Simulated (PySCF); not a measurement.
PySCF job for C2H6Ga, SMILES [CH3][Ga+][CH3], charge +1, ωB97X-D3(BJ)/def2-SVP. Geometry: ωB97X-D3(BJ)/def2-SVP. The multiplicity is an assumed one; other spin states were not compared. The isomer is the one that the SMILES or the coordinates give; other isomers of the formula were not compared.

```python
import numpy as np
from pyscf import gto, scf, dft
from pyscf.hessian import thermo

mol = gto.M(
    atom='''
    Ga   -0.00000000   -0.00000000    0.00000000
    C     0.00000000   -0.00000000   -1.90639976
    H     0.90765876    0.50260599   -2.27713627
    H    -0.88909895    0.53475255   -2.27713627
    H    -0.01855983   -1.03735855   -2.27713627
    C    -0.00000000    0.00000000    1.90639976
    H     0.90765878   -0.50260599    2.27713627
    H    -0.88909893   -0.53475255    2.27713627
    H    -0.01855982    1.03735855    2.27713627
    ''',
    basis='def2-SVP',
    charge=1,
    spin=0,
    max_memory=1600,
    verbose=3,
)
mf = dft.RKS(mol, xc='wb97x-d3bj').density_fit(auxbasis='def2-universal-jkfit')
mf.grids.level = 3
mf.conv_tol = 1e-11
mf.max_cycle = 100
mf.kernel()

# [left out here: the lines that compute and print the analytic Hessian (its translational invariance restored by hand, since the grid's response is missing), thermochemistry and intensities]
```

It prints:

```
converged SCF energy = -2004.12644034284

WARN: DFTD3 does not support analytical Hessian, using finite difference


WARN: Mole.unit (angstrom) is changed to Bohr

Mode                                 0                   1                   2
Irrep
Freq [cm^-1]                      -29.4618            142.0358            142.0478
Reduced mass [au]                   1.0080              2.9578              2.9579
Force const [Dyne/A]               -0.0005              0.0352              0.0352
Char temp [K]                     -42.3889            204.3579            204.3751
Normal mode                   x     y     z       x     y     z       x     y     z
       0  Ga                 0.00 -0.00 -0.00   -0.01 -0.06  0.00    0.06 -0.01  0.00
       1   C                -0.00 -0.00 -0.00    0.02  0.13 -0.00   -0.13  0.02  0.00
       2   H                -0.20  0.36 -0.00    0.02  0.19  0.09   -0.19  0.02 -0.13
       3   H                -0.21 -0.35  0.00    0.02  0.19  0.06   -0.19  0.02  0.15
       4   H                 0.41 -0.01 -0.00    0.02  0.19 -0.16   -0.19  0.02 -0.02
       5   C                -0.00  0.00  0.00    0.02  0.13  0.00   -0.13  0.02 -0.00
       6   H                -0.20 -0.36  0.00    0.02  0.19  0.06   -0.19  0.02  0.15
       7   H                -0.21  0.35 -0.00    0.02  0.19  0.10   -0.19  0.02 -0.13
       8   H                 0.41  0.01  0.00    0.02  0.19 -0.16   -0.19  0.02 -0.02
Mode                                 3                   4                   5
Irrep
Freq [cm^-1]                      565.0644            691.0898            693.3471
Reduced mass [au]                   3.8139              4.8080              1.1591
Force const [Dyne/A]                0.7175              1.3530              0.3283
Char temp [K]                     813.0018            994.3244            997.5721
Normal mode                   x     y     z       x     y     z       x     y     z
       0  Ga                -0.00 -0.00 -0.00    0.00  0.00  0.07    0.00 -0.00 -0.00
       1   C                 0.00  0.00  0.18   -0.00 -0.00 -0.15   -0.00  0.08  0.00
       2   H                -0.00 -0.00  0.18   -0.00 -0.00 -0.16    0.03 -0.16 -0.22
       3   H                 0.00 -0.00  0.18    0.00 -0.00 -0.16   -0.03 -0.16 -0.26
       4   H                 0.00  0.00  0.18    0.00  0.00 -0.16    0.01 -0.11  0.49
       5   C                 0.00 -0.00 -0.18    0.00 -0.00 -0.15    0.00 -0.08  0.00
       6   H                -0.00  0.00 -0.18    0.00 -0.00 -0.16    0.03  0.16  0.25
       7   H                 0.00  0.00 -0.18   -0.00 -0.00 -0.16   -0.03  0.16  0.24
       8   H                 0.00 -0.00 -0.18   -0.00  0.00 -0.16   -0.00  0.11 -0.49
Mode                                 6                   7                   8
Irrep
Freq [cm^-1]                      693.3603            797.1900            797.2062
Reduced mass [au]                   1.1592              1.2769              1.2769
Force const [Dyne/A]                0.3283              0.4781              0.4781
Char temp [K]                     997.5911           1146.9789           1147.0022
Normal mode                   x     y     z       x     y     z       x     y     z
       0  Ga                 0.00 -0.00  0.00    0.00 -0.02  0.00    0.02  0.00 -0.00
       1   C                 0.08  0.00 -0.00   -0.00  0.09 -0.00   -0.09 -0.00  0.00
       2   H                -0.12  0.03 -0.44    0.05 -0.16 -0.21    0.11 -0.04  0.41
       3   H                -0.13 -0.04  0.41   -0.04 -0.15 -0.25    0.11  0.05 -0.39
       4   H                -0.18 -0.00  0.02    0.01 -0.08  0.46    0.18  0.00 -0.02
       5   C                -0.08 -0.00 -0.00   -0.00  0.09 -0.00   -0.09 -0.00 -0.00
       6   H                 0.13  0.03 -0.42   -0.04 -0.16 -0.24    0.11  0.05 -0.40
       7   H                 0.13 -0.03  0.43    0.05 -0.16 -0.23    0.11 -0.04  0.40
       8   H                 0.18  0.00 -0.00    0.00 -0.08  0.46    0.18  0.00 -0.00
Mode                                 9                  10                  11
Irrep
Freq [cm^-1]                     1254.7947           1262.7302           1409.0474
Reduced mass [au]                   1.2266              1.1947              1.0531
Force const [Dyne/A]                1.1379              1.1224              1.2319
Char temp [K]                    1805.3702           1816.7877           2027.3054
Normal mode                   x     y     z       x     y     z       x     y     z
       0  Ga                 0.00  0.00  0.00   -0.00 -0.00 -0.00   -0.00  0.00  0.00
       1   C                -0.00 -0.00 -0.09    0.00  0.00  0.08   -0.00  0.04  0.00
       2   H                 0.13  0.07  0.33   -0.13 -0.07 -0.34    0.26 -0.36  0.10
       3   H                -0.12  0.07  0.33    0.12 -0.08 -0.34   -0.27 -0.34  0.11
       4   H                -0.00 -0.14  0.33    0.00  0.15 -0.34    0.02  0.11 -0.22
       5   C                -0.00 -0.00 -0.09    0.00 -0.00 -0.08   -0.00 -0.04 -0.00
       6   H                -0.13  0.07  0.33   -0.13  0.07  0.34    0.26  0.37 -0.10
       7   H                 0.12  0.07  0.33    0.12  0.08  0.34   -0.27  0.33 -0.12
       8   H                 0.00 -0.15  0.33    0.00 -0.15  0.34    0.03 -0.11  0.22
Mode                                12                  13                  14
Irrep
Freq [cm^-1]                     1409.0578           1413.8978           1413.9097
Reduced mass [au]                   1.0531              1.0443              1.0443
Force const [Dyne/A]                1.2319              1.2300              1.2301
Char temp [K]                    2027.3204           2034.2841           2034.3012
Normal mode                   x     y     z       x     y     z       x     y     z
       0  Ga                 0.00 -0.00 -0.00   -0.00 -0.00  0.00   -0.00  0.00  0.00
       1   C                -0.04 -0.00 -0.00    0.00 -0.04 -0.00   -0.04 -0.00 -0.00
       2   H                 0.03 -0.26 -0.19   -0.26  0.36 -0.11    0.02 -0.25 -0.21
       3   H                 0.06  0.28  0.18    0.27  0.33 -0.12    0.05  0.28  0.20
       4   H                 0.50 -0.01  0.01   -0.02 -0.11  0.23    0.50 -0.01  0.01
       5   C                 0.04 -0.00 -0.00   -0.00 -0.04 -0.00   -0.04  0.00  0.00
       6   H                -0.02 -0.25 -0.19    0.26  0.37 -0.11    0.02  0.25  0.21
       7   H                -0.06  0.29  0.18   -0.27  0.33 -0.13    0.06 -0.28 -0.20
       8   H                -0.50 -0.02  0.01    0.03 -0.11  0.23    0.50  0.02 -0.01
Mode                                15                  16                  17
Irrep
Freq [cm^-1]                     3068.4615           3070.8864           3188.7706
Reduced mass [au]                   1.0327              1.0329              1.1039
Force const [Dyne/A]                5.7289              5.7389              6.6135
Char temp [K]                    4414.8329           4418.3218           4587.9310
Normal mode                   x     y     z       x     y     z       x     y     z
       0  Ga                -0.00  0.00 -0.00   -0.00 -0.00  0.00    0.00  0.00  0.00
       1   C                -0.00  0.00  0.03    0.00 -0.00  0.03    0.06 -0.03  0.00
       2   H                 0.33  0.18 -0.13    0.33  0.18 -0.13   -0.24 -0.14  0.10
       3   H                -0.33  0.20 -0.13   -0.32  0.20 -0.13   -0.44  0.27 -0.19
       4   H                -0.01 -0.38 -0.13   -0.01 -0.38 -0.13    0.01  0.24  0.09
       5   C                 0.00  0.00  0.03   -0.00  0.00 -0.03   -0.05  0.03  0.00
       6   H                -0.33  0.18 -0.13    0.33 -0.18  0.13    0.44 -0.25  0.19
       7   H                 0.32  0.20 -0.13   -0.33 -0.20  0.13    0.18  0.12 -0.08
       8   H                 0.01 -0.38 -0.13   -0.01  0.38  0.13   -0.00 -0.29 -0.11
Mode                                18                  19                  20
Irrep
Freq [cm^-1]                     3188.7724           3189.3096           3189.3127
Reduced mass [au]                   1.1039              1.1052              1.1052
Force const [Dyne/A]                6.6135              6.6235              6.6236
Char temp [K]                    4587.9336           4588.7065           4588.7108
Normal mode                   x     y     z       x     y     z       x     y     z
       0  Ga                 0.00 -0.00  0.00   -0.00  0.00 -0.00    0.00  0.00 -0.00
       1   C                -0.03 -0.06 -0.00   -0.06  0.00 -0.00    0.00  0.06 -0.00
       2   H                 0.39  0.21 -0.16    0.37  0.21 -0.16   -0.25 -0.13  0.10
       3   H                -0.02  0.00 -0.01    0.39 -0.24  0.17    0.20 -0.11  0.08
       4   H                 0.00  0.46  0.17   -0.01 -0.03 -0.01   -0.01 -0.51 -0.19
       5   C                 0.03  0.05 -0.00   -0.06  0.01  0.00    0.01  0.06 -0.00
       6   H                -0.03  0.03 -0.01    0.42 -0.24  0.18    0.16 -0.08  0.06
       7   H                -0.40 -0.23  0.17    0.34  0.21 -0.15   -0.29 -0.16  0.12
       8   H                 0.01 -0.42 -0.15   -0.01 -0.09 -0.03    0.01 -0.51 -0.19
temperature 298.1500 [K]
pressure 101325.00 [Pa]
Rotational constants [GHz] 77.62626 4.14514 4.14514
Symmetry number 6
Zero-point energy (ZPE) 0.07195 [Eh]   188892.093 [J/mol]
                           tot       elec      trans        rot        vib
Entropy [J/mol/K]       279.151      0.000    166.154     81.350     31.646
Cv [J/mol/K]             64.763      0.000     12.472     12.472     39.820
Cp [J/mol/K]             73.077      0.000     20.786     12.472     39.820
Internal energy [J/mol]                      3718.434   3718.434 194287.644
Internal energy [Eh]   -2004.04961  -2004.12644
Enthalpy [J/mol]                             6197.391   3718.434 194287.644
Enthalpy [Eh]          -2004.04866
Gibbs free energy [J/mol]                  -43341.494 -20536.115 184852.300
Gibbs free energy [Eh] -2004.08036
static polarisability / bohr^3: [[ 3.1904e+01 -0.0000e+00  0.0000e+00]
 [-0.0000e+00  3.1904e+01  2.0000e-03]
 [ 0.0000e+00 -0.0000e+00  5.8320e+01]]
largest difference of analytic and finite-field dipole derivatives / e: 0.0002753403994001577
mode   freq/cm-1   IR/(km/mol)   Raman/(A^4/amu)   depolarisation
   1      -29.46         0.000             0.000            0.042
   2      142.04         0.297             0.000            0.749
   3      142.05         0.297             0.000            0.749
   4      565.06         0.000            52.134            0.221
   5      691.09        17.802             0.000            0.749
   6      693.35         0.000             1.185            0.750
   7      693.36         0.000             1.188            0.750
   8      797.19        59.991             0.000            0.744
   9      797.21        59.999             0.000            0.749
  10     1254.79         5.991             0.000            0.080
  11     1262.73         0.000            19.514            0.078
  12     1409.05         0.015            12.802            0.750
  13     1409.06         0.015            12.803            0.750
  14     1413.90        19.349             0.054            0.750
  15     1413.91        19.346             0.054            0.750
  16     3068.46        25.244             0.001            0.001
  17     3070.89         0.000           289.153            0.001
  18     3188.77         0.051           164.293            0.750
  19     3188.77         0.046           164.335            0.750
  20     3189.31        27.305             0.653            0.750
  21     3189.31        27.313             0.704            0.750
max |gradient| / (hartree/bohr): 1.1190979516910106e-06
APT charges: [ 1.1683 -0.3393  0.0851  0.085   0.0851 -0.3393  0.0851  0.0851  0.0851]
```

Self-consistency was reached. The end point has an imaginary mode, so it is no minimum.
